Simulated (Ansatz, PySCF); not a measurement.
System (SMILES): CC(F)(F)F.
Geometry (B3LYP-D3(BJ)/def2-TZVP, fixed):
```
C
F 1 1.3503
F 1 1.3503 2 107.01
F 1 1.3503 2 107.01 3 -114.42
C 1 1.5015 2 111.83 3 122.79
H 5 1.0883 1 109.29 2 180.00
H 5 1.0883 6 109.65 1 119.78
H 5 1.0883 6 109.65 7 120.45
```
Charge 0, spin multiplicity 1.

Near-linear dependence at PBE0/d-aug-cc-pVDZ with PySCF (spherical functions, density fitting): canonical orthogonalisation drops combinations whose overlap eigenvalue lies under the threshold. The set has 199 functions.

| threshold | orbitals kept | energy minus last row (mEh) |
|---|---|---|
| 1e-3 | [?] | [?] |
| 1e-4 | [?] | [?] |
| 1e-5 | [?] | [?] |
| 1e-6 | 199 | 0.000 |
| 1e-7 | 199 | 0.000 |
| 1e-9 | 199 | 0.000 |

Complete the blanks.


- 1e-3, orbitals kept: 180
- 1e-3, energy minus last row (mEh): 1.746
- 1e-4, orbitals kept: 192
- 1e-4, energy minus last row (mEh): 0.268
- 1e-5, orbitals kept: 196
- 1e-5, energy minus last row (mEh): 0.069

The smallest overlap eigenvalue is 3.1e-06. Ansatz (a quantum-chemistry and plane-wave program) at its default drops 0 functions.
